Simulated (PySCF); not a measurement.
C₃H₈FNSi.
Atom-mapped SMILES: `[F:1][CH2:2][CH2:3]/[CH:4]=[N:5]\[SiH3:6]` (hydrogens: H7, H8 on C2; H9, H10 on C3; H11 on C4; H12, H13, H14 on Si6)

Computed by this run: PBE0-D3(BJ)/def2-SVP geometry optimisation, gas phase (PySCF); density fitting, grid level 1; the optimiser is geomeTRIC in internal coordinates, started from a GFN2-xTB structure with every atom displaced at random (about 0.01 Å).

The end geometry, which sets the zero of energy:
```
atom  x, y, z in Å
F1     -3.4305    0.0062    0.4226
C2     -2.5236    0.3157   -0.5611
C3     -1.2682   -0.5174   -0.3921
C4     -0.5678   -0.2556    0.9146
N5      0.6564   -0.0177    1.1152
Si6     2.0412    0.1206    0.0644
H7     -2.2953    1.3939   -0.4965
H8     -2.9881    0.1190   -1.5421
H9     -1.5641   -1.5820   -0.4137
H10    -0.5905   -0.3468   -1.2431
H11    -1.2469   -0.2856    1.7906
H12     3.0345   -0.8988    0.5088
H13     2.6055    1.4874    0.2591
H14     1.7982   -0.0762   -1.4074
```

**Question.** These geometries come from the run, each turned onto the end geometry. Order them by energy, lowest first.
A.
```
atom  x, y, z in Å
F1     -3.4342    0.0203    0.4109
C2     -2.5158    0.3239   -0.5631
C3     -1.2725   -0.5259   -0.3854
C4     -0.5725   -0.2695    0.9218
N5      0.6527   -0.0328    1.0972
Si6     2.0350    0.1237    0.0578
H7     -2.2763    1.3993   -0.4910
H8     -2.9721    0.1373   -1.5493
H9     -1.5845   -1.5850   -0.4037
H10    -0.5874   -0.3690   -1.2328
H11    -1.2403   -0.3024    1.8065
H12     3.0448   -0.8748    0.5121
H13     2.5777    1.4994    0.2539
H14     1.8061   -0.0818   -1.4155
```
B.
```
atom  x, y, z in Å
F1     -3.4080    0.0404    0.4163
C2     -2.5024    0.3340   -0.5602
C3     -1.3016   -0.5732   -0.4096
C4     -0.5166   -0.2752    0.8761
N5      0.6584   -0.0281    1.0120
Si6     2.0487    0.1427    0.0281
H7     -2.2145    1.3915   -0.4469
H8     -2.9764    0.1830   -1.5269
H9     -1.6265   -1.6028   -0.3501
H10    -0.6195   -0.4404   -1.2445
H11    -1.1918   -0.2985    1.7788
H12     2.9541   -0.8802    0.5737
H13     2.4547    1.5163    0.2892
H14     1.9021   -0.0469   -1.4168
```
C.
```
atom  x, y, z in Å
F1     -3.4275    0.0020    0.3902
C2     -2.4987    0.3240   -0.5669
C3     -1.2495   -0.5145   -0.3755
C4     -0.5740   -0.2643    0.9479
N5      0.6475   -0.0251    1.1181
Si6     2.0080    0.1184    0.0455
H7     -2.2747    1.4019   -0.4819
H8     -2.9354    0.1351   -1.5603
H9     -1.5459   -1.5753   -0.4113
H10    -0.5522   -0.3392   -1.2086
H11    -1.2535   -0.3080    1.8244
H12     3.0100   -0.8896    0.4944
H13     2.5546    1.4947    0.2228
H14     1.7521   -0.0975   -1.4195
```

**Answer.** A (0.003 eV), C (0.012 eV), B (0.248 eV).

In the order of the answer:

```
step  E above end (eV)  largest force (eV/Å)  rms force component (eV/Å)  rms distance from end (Å)  rms bond change (Å)  bond most changed (Å)
   4             0.003                  0.24                       0.050                      0.021                0.002          N5–Si6 -0.007
   3             0.012                  0.53                       0.126                      0.039                0.003           C4=N5 -0.007
   0             0.248                  5.13                       1.034                      0.087                0.027           C4=N5 -0.055
```

The cost below is that of the whole optimisation. On one thread of an Arm Neoverse V2, shared host with 96 logical CPUs at a one-minute load of 50, this took 48 s wall and 0.50 GiB of memory at its peak.
